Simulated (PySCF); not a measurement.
Cl2Ga, charge +1, singlet, at a GFN2-xTB geometry (such geometries of metal compounds can be far from the true shape). Base run: PBE/cc-pVDZ (PySCF).

Here is a job for PySCF.
```python
from pyscf import gto, scf, dft

mol = gto.M(
    atom='''
Ga    0.000000    0.000000    0.000000
Cl    0.000000    0.000000    2.070195
Cl   -0.000000   -0.000000   -2.070195
''',
    basis='cc-pvdz',
    charge=1,
    spin=0,
    verbose=4,
)

mf = dft.RKS(mol)
mf.xc = 'pbe'
mf.kernel()
mf.analyze()
```

The base run was repeated with changes; each row names its change, and settings that it needs were set with it.

| change | ΔE vs base (mEh) | fitting functions |
|---|---|---|
| base | 0.000 | - |
| auxbasis = cc-pvtz-jkfit | -0.072 | 449 |
| auxbasis = def2-tzvp-ri | [?] | [?] |
| auxbasis = cc-pvqz-jkfit | -0.069 | 514 |
| auxbasis = def2-universal-jkfit | -0.040 | 522 |
| auxbasis = cc-pvtz-ri | [?] | [?] |
| auxbasis = autoaux | -0.031 | 620 |
| auxbasis = def2-svp-ri | [?] | [?] |
| auxbasis = even-tempered beta=2.0 | -0.090 | 666 |
| auxbasis = even-tempered beta=1.6 | -0.009 | 982 |

Complete the blanks.


- auxbasis = def2-tzvp-ri, ΔE vs base (mEh): -9832.3
- auxbasis = def2-tzvp-ri, fitting functions: 385
- auxbasis = cc-pvtz-ri, ΔE vs base (mEh): -9868.5
- auxbasis = cc-pvtz-ri, fitting functions: 410
- auxbasis = def2-svp-ri, ΔE vs base (mEh): -11478.5
- auxbasis = def2-svp-ri, fitting functions: 251

A fitting set is made for a task (jfit for Coulomb, jkfit for Coulomb and exchange, ri for correlation) and for a family of orbital bases.
